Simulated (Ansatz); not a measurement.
Reaction (ligand exchange at the Al–C bond): `[CH3][Al]([CH3])[C]#N` + HCl → `[CH3][Al]([CH3])[Cl]` + `C#N`

Program: Ansatz. Geometries: PBE0-D4/def2-TZVP. ΔE: electronic, gas phase. CCSD(T)/CBS is the MP2 limit (def2-TZVPP, def2-QZVPP) plus CCSD(T) − MP2 in def2-TZVPP, frozen cores. This one scheme is used for every species.

`[CH3][Al]([CH3])[C]#N`:

Cartesian coordinates in Å:
```
C 1.125 0.894 -1.167
Al -0.038 -0.210 -0.080
C -0.943 0.225 1.578
C -0.335 -2.021 -0.746
N -0.511 -3.092 -1.140
H 1.264 1.899 -0.762
H 2.112 0.430 -1.268
H 0.727 0.990 -2.183
H -2.018 0.041 1.493
H -0.798 1.263 1.886
H -0.585 -0.419 2.389
```

HCl:

Z-matrix (Å, degrees):
```
Cl
H 1 1.279
```

`[CH3][Al]([CH3])[Cl]`:

Z-matrix (Å, degrees):
```
C
Al 1 1.942
H 1 1.092 2 112.5
H 1 1.095 2 110.7 3 121.2
H 1 1.095 2 110.7 3 -121.1
C 2 1.942 1 125.8 3 -179.4
Cl 2 2.114 1 117.8 3 0.7
H 6 1.094 2 110.7 1 -121.1
H 6 1.095 2 110.7 1 121.1
H 6 1.093 2 112.6 1 0.0
```

`C#N`:

Cartesian coordinates in Å:
```
C 0.023 -0.011 -0.002
N -1.015 0.468 0.074
H 0.991 -0.458 -0.073
```

| species | CCSD(T)/CBS(def2) energy (Eh) |
| --- | --- |
| `[CH3][Al]([CH3])[C]#N` | -414.50733 |
| HCl | -460.38127 |
| `[CH3][Al]([CH3])[Cl]` | -781.60331 |
| `C#N` | -93.32098 |

Q: Work out ΔE.

A: ΔE = (-781.60331) + (-93.32098) − (-414.50733) − (-460.38127) = -0.03569 Eh = -93.7 kJ/mol.

Largest T1 diagnostic among the species: 0.014.

At CCSD(T), def2-SVP lies −3.1 kJ/mol from the extrapolated value and def2-TZVPP +3.2 kJ/mol. From BLYP to BHLYP (50 % exact exchange), in def2-TZVPP and without D4, ΔE moves by −4.3 kJ/mol.
